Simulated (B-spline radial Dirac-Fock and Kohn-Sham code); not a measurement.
**Subshell photoionisation cross sections of Sr⁶⁺ against photon energy**

System: Sr⁶⁺, configuration [Ar] 3d10 4s2 4p2.

The computed values come from a radial B-spline solver: Dirac-Hartree-Slater photoionisation with all multipoles and Dirac-Fock thresholds. Values are in kb per electron; a dash marks an energy below the computed threshold. Values for outer subshells far above threshold carry numerical ripple of a few per cent.

```tsv
hν (eV)	1s	2s	3s	3p1/2	3d5/2
300	–	–	–	–	410
400	–	–	–	101	246
2000	–	–	7.79	8.36	2.60
2370	–	27.9	5.69	5.67	1.45
2990	–	18.8	3.64	3.23	0.638
4490	–	8.95	1.61	1.12	0.143
12000	–	1.09	0.184	0.0643	0.00280
17479.3	5.63	0.443	0.0739	0.0194	0.000574
45200	0.426	0.0373	0.00625	0.000795	8.79e-06
80000	0.0814	0.00753	0.00127	0.000109	7.14e-07
150000	0.0126	0.00122	0.000207	1.23e-05	4.69e-08
```

At 150000 eV the multipoles beyond E1 give 34.5 % of 1s, 35.2 % of 2s, 35.3 % of 3s, 50.4 % of 3p1/2, 68.4 % of 3d5/2.
